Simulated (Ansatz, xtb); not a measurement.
# Two structures of BH6SiSn

Structure I: a doublet given by its coordinates. Structure II: a doublet given by its coordinates. Both are isolated molecules in the gas phase, relaxed with r2SCAN-D4/def2-SVP.

I (Å):

```
atom    x (Å)    y (Å)    z (Å)
   B  -0.8511  -0.5813   0.9934
  Si  -0.0011   1.4055   0.0772
  Sn   1.9107  -0.0482   1.1532
   H  -1.1144   0.1926  -0.0619
   H  -1.1100  -0.0513   2.0474
   H  -0.8704   2.3853   0.8188
   H   0.2335  -1.2441   0.9359
   H  -1.6504  -1.4052   0.5912
   H   2.1871  -0.6913  -0.4843
```

Close contacts (Å): B1–Si2 2.35, B1–Sn3 2.82, Si2–Sn3 2.63, B1–H4 1.33, B1–H5 1.21, B1–H7 1.27, B1–H8 1.22, Si2–H4 1.65, Si2–H6 1.51, Sn3–H7 2.07, Sn3–H9 1.78.

II (Å):

```xyz
9

B    -0.0134    0.3791   -1.2476
Si   -0.7351   -0.1606    0.4728
Sn   -1.4920   -1.9393   -1.2725
H    -0.6751    1.0779   -1.9791
H     1.0657   -0.0369   -1.5988
H     0.0457   -0.9126    1.4982
H    -1.9930    0.3937    1.0532
H    -0.3505   -3.0273   -1.9520
H    -2.6632   -1.5439   -2.4641
```

Close contacts (Å): B1–Si2 1.94, B1–Sn3 2.75, Si2–Sn3 2.60, B1–H4 1.21, B1–H5 1.21, Si2–H6 1.49, Si2–H7 1.49, Sn3–H8 1.72, Sn3–H9 1.72.

Task: Estimate which is lower in electronic energy at CCSD(T)/def2-SVP + ΔMP2/def2-TZVPP, and by roughly how much.

Result: The CCSD(T)/def2-SVP + ΔMP2/def2-TZVPP calculation puts structure II lower, by 0.344 eV.

Level by level:

```csv
level,geometry,E(II) − E(I) (eV),departure from the last row (eV),"job, with rough time for the two"
r2SCAN-D4/def2-SVP,r2SCAN-D4/def2-SVP,−0.289,+0.055,"optimisation, 88 s"
HF/def2-SVP,r2SCAN-D4/def2-SVP,−0.767,−0.423,part of the CCSD(T) run
MP2/def2-SVP,r2SCAN-D4/def2-SVP,−0.529,−0.185,part of the CCSD(T) run
CCSD(T)/def2-SVP,r2SCAN-D4/def2-SVP,−0.465,−0.121,single point
CCSD(T)/def2-SVP + ΔMP2/def2-TZVPP,r2SCAN-D4/def2-SVP,−0.344,,"single point, 50 s"
```

The levels shown agree on the order. The largest departure from CCSD(T)/def2-SVP + ΔMP2/def2-TZVPP is that of HF/def2-SVP, 0.423 eV. Levels run at GFN2-xTB geometries aren't shown. The last row adds to CCSD(T) the change of the MP2 difference between the two basis sets, here +0.121 eV.

With harmonic frequencies from r2SCAN-D4/def2-SVP (ideal gas, rigid rotor, one conformer each, 298.15 K, 1 atm): on the last row, ΔE + ΔZPE = −0.428, ΔH = −0.408, ΔG = −0.443 eV.

Open shells are spin-unrestricted. The correlated steps freeze 10 core orbitals; the filled d shell of Sn is correlated, in a basis made for valence electrons. Atoms past krypton carry core potentials in the def2 sets and no spin–orbit term is included. Mirror images aren't counted in ΔG. Run with Ansatz 0.2.0; the last row on 2 threads of Arm Neoverse V2 on a shared host.
